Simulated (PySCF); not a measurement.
Atom-mapped SMILES (the numbers label the heavy atoms): `[CH3:1][NH:2][p:3]1[cH:4][cH:5][cH:6][cH:7]1`. Hydrogens are named by the atom that carries them.

A single conformation, rapidly exchanging positions averaged, non-relativistic, in vacuum. GFN2-xTB geometry; NMR shieldings at PBE0/pcSseg-1/GIAO; PySCF 2.14.0 with density-fitted response routines.

Chemical shifts δ = σref − σ; TMS for ¹³C, ¹H; ¹⁵N vs NH3; ³¹P vs H3PO4, all at this level.

| atoms | nucleus | count | δ (ppm) |
| --- | --- | --- | --- |
| P3 | ³¹P | 1 | 43.2 |
| H(N2) | ¹H | 1 | 0.29 |
| C1 | ¹³C | 1 | 37.8 |
| H(C1) | ¹H | 3 | 2.98 |
| N2 | ¹⁵N | 1 | ? |
| C4/C7 | ¹³C | 2 | 147.6 |
| C5/C6 | ¹³C | 2 | 143.1 |
| H(C5)/H(C6) | ¹H | 2 | ? |
| H(C4)/H(C7) | ¹H | 2 | ? |

Task: Complete the table.

Result: 
- H(C5)/H(C6): 6.92 ppm, hydrogen on a unsaturated ring CH
- H(C4)/H(C7): 6.85 ppm, hydrogen on a unsaturated ring CH
- N2: 27.5 ppm, nitrogen bonded to C, P, H

OH and NH positions are those of a molecule without intermolecular hydrogen bonds; in solution they move with solvent, concentration and temperature, and exchange usually removes their couplings. Shifts are as computed. Against solution values, carbons near 30 ppm lie about +3 ppm off and those near 130 ppm about +5 ppm. Of 1211 compounds with measured shifts, 218 miss one by over three times the rms of a fit or turn the order of signals round; such compounds aren't used in these exercises. Experimental scales use liquid or dissolved standards, which lie at an offset from isolated NH3 (liquid NH3: subtract about 20 ppm) and H3PO4.
